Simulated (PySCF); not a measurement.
TiOF2, SMILES [O]=[Ti]([F])[F], multiplicity 1.

Geometry: B3LYP-D3(BJ)/def2-SVP. The multiplicity is an assumed one; other spin states were not compared.

Calculation: PBE/def2-TZVPD (PySCF).

Symmetry labels are those of the subgroup Cs that the program uses (full group Cs).

Computed valence orbital energies around the gap with their symmetry:
```csv
orbital,symmetry,energy (eV)
HOMO−7,A",-10.93
HOMO−6,A",-10.48
HOMO−5,A',-10.31
HOMO−4,A',-10.23
HOMO−3,A",-9.85
HOMO−2,A',-8.77
HOMO−1,A',-8.36
HOMO,A",-8.07
LUMO,A',-4.44
LUMO+1,A",-3.77
LUMO+2,A',-2.81
LUMO+3,A",-1.08
```
